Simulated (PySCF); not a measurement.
# SMILES C1=C\C=C/C=C\C=C/1, C$_{8}$H$_{8}$

Molfile (atoms numbered from 1):
```
C8H8
     RDKit          3D

 16 16  0  0  0  0  0  0  0  0999 V2000
   -1.5199   -0.7434    0.4512 C   0  0  0  0  0  0  0  0  0  0  0  0
   -0.5261   -1.6510    0.2854 C   0  0  0  0  0  0  0  0  0  0  0  0
    0.6736   -1.5285   -0.5635 C   0  0  0  0  0  0  0  0  0  0  0  0
    1.5881   -0.5275   -0.5659 C   0  0  0  0  0  0  0  0  0  0  0  0
    1.6049    0.6821    0.2776 C   0  0  0  0  0  0  0  0  0  0  0  0
    0.6117    1.5906    0.4423 C   0  0  0  0  0  0  0  0  0  0  0  0
   -0.7247    1.5874   -0.1810 C   0  0  0  0  0  0  0  0  0  0  0  0
   -1.6387    0.5858   -0.1762 C   0  0  0  0  0  0  0  0  0  0  0  0
   -2.3904   -1.0546    1.0621 H   0  0  0  0  0  0  0  0  0  0  0  0
   -0.6574   -2.6371    0.7732 H   0  0  0  0  0  0  0  0  0  0  0  0
    0.8811   -2.4029   -1.2118 H   0  0  0  0  0  0  0  0  0  0  0  0
    2.4757   -0.6577   -1.2163 H   0  0  0  0  0  0  0  0  0  0  0  0
    2.5767    0.9044    0.7613 H   0  0  0  0  0  0  0  0  0  0  0  0
    0.8445    2.4881    1.0491 H   0  0  0  0  0  0  0  0  0  0  0  0
   -1.0353    2.5513   -0.6306 H   0  0  0  0  0  0  0  0  0  0  0  0
   -2.6286    0.8061   -0.6226 H   0  0  0  0  0  0  0  0  0  0  0  0
  1  2  2  0
  2  3  1  0
  3  4  2  0
  4  5  1  0
  5  6  2  0
  6  7  1  0
  7  8  2  0
  8  1  1  0
  1  9  1  0
  2 10  1  0
  3 11  1  0
  4 12  1  0
  5 13  1  0
  6 14  1  0
  7 15  1  0
  8 16  1  0
M  END
```

The calculation used PySCF 2.14.0, UKS PBE/def2-SV(P) four-point reorganisation energy, gas phase. Geometry: PBE/def2-SV(P).

The conformer changes in this relaxation, which adds to the reorganisation energy.

(1) What is the inner reorganisation energy for hole transfer, with the ionisation energy?

Answers

(1) λ = 0.336 (surface of the oxidised species) + 0.282 (surface of the starting species) = 0.618 eV. The ionisation energy is 7.65 eV vertical and 7.32 eV adiabatic without zero-point energy; at the relaxed geometry of the oxidised species the two energies differ by 7.03 eV. Largest bond changes: C4–C5 1.475 → 1.445 Å, C2–C3 1.475 → 1.446 Å, C8–C1 1.475 → 1.445 Å, C6–C7 1.474 → 1.445 Å, C3–C4 1.356 → 1.383 Å. ⟨S²⟩ of the relaxed oxidised species 0.751.

The conformer changes in this relaxation, which adds to the reorganisation energy.

Task: What is the inner reorganisation energy for electron transfer, with the electron affinity?

Result: λ = 0.952 (surface of the reduced species) + 0.522 (surface of the starting species) = 1.474 eV. The electron affinity is -0.21 eV vertical and 0.74 eV adiabatic without zero-point energy; at the relaxed geometry of the reduced species the two energies differ by 1.26 eV. Largest bond changes: C1–C2 1.356 → 1.391 Å, C3–C4 1.356 → 1.390 Å, C5–C6 1.356 → 1.391 Å, C7–C8 1.356 → 1.390 Å, C4–C5 1.475 → 1.448 Å. ⟨S²⟩ of the relaxed reduced species 0.751.

The highest occupied orbital of the reduced species is unbound in this basis, so its energies are rough.
